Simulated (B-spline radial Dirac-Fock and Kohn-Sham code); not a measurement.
Z = 56 (barium), transition energy 200 keV. The computed values come from a B-spline atomic structure program: a Dirac-Hartree-Slater potential of the neutral atom with a Latter tail (no hole, which puts coefficients of high multipoles low close above an edge), finite nucleus with surface currents. Subshells that would emit electrons below 1 keV are left out.

Problem. A pure transition shows α(K) = 0.0289, L1/L2 = 10.8 and L1/L3 = 8.48. What is its multipolarity?
A. M2
B. E2
C. E3
D. E1
E. M1
F. M3
G. M4
H. E4

Solution. D. For comparison, α(K), L1/L2, L1/L3 are E2 0.134, 1.51, 1.66; E3 0.532, 0.356, 0.468; E4 2.06, 0.131, 0.188; M1 0.123, 15.2, 68.8; M2 0.674, 9.04, 12.4; M3 3.12, 5.94, 3.19; M4 14.2, 4.32, 1.42.
